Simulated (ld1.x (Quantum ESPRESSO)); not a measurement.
Configuration tests for lead (Pb) (PAW)

ld1.x (Quantum ESPRESSO) 7.5 input, shortened:

```
&input
   title='Pb', zed=82., rel=1, dft='PBE', iswitch=3,
   config='[Xe] 4f14 5d10 6s2 6p2'
 /
 &inputp
   pseudotype=3, lpaw=.true., tm=.true., lloc=-1, rcloc=1.40,
   nlcc=.true., new_core_ps=.true.,
   which_augfun='BESSEL', rmatch_augfun=1.35
 /
6
6S  1  0   2.00   0.00  1.60  2.05  0.0
6S  1  0   0.00   3.40  1.60  2.05  0.0
6P  2  1   2.00   0.00  2.10  2.90  0.0
6P  2  1   0.00   0.90  2.10  2.90  0.0
5D  3  2  10.00   0.00  1.40  1.80  0.0
5D  3  2   0.00  -1.20  1.40  1.80  0.0
 &test
   configts(1)='5d10 6s2 6p2'
 /
```

Energies are relative to the spin-unpolarised reference configuration 5d10 6s2 6p2; without spin polarisation the order of configurations can differ from experiment.

```
valence configuration  charge  ΔE all-electron (eV)  error AE − PS (meV)
         5d10 6s2 6p1      +1                 6.575                  0.0
         5d10 6s2 6p0      +2                20.020                  +19
         5d10 6s1 6p0      +3                52.430                  +21
          5d9 6s2 6p3       0                19.325                  -31
       5d10 6s2 6p2.3    -0.3                -0.799                 +0.5
         5d10 6s1 6p2      +1                16.103                 -5.0
```

Problem. What are ΔE and the potential's error for 5d10 6s1 6p3?

Solution. ΔE = 8.736 eV all-electron; the error (AE − PS) is +5.2 meV.

Levels in the configuration 5d10 6s2 6p2.3:

```csv
level,all-electron (eV),pseudo (eV)
5d,-19.241,-19.239
6s,-10.185,-10.184
6p,-1.860,-1.860
```

Note: ghost states, extra bound levels that the all-electron valence spectrum of the same l lacks: s at -203.8 eV, p at -87.7 eV. A true bound ghost makes a file unfit for plane-wave use.
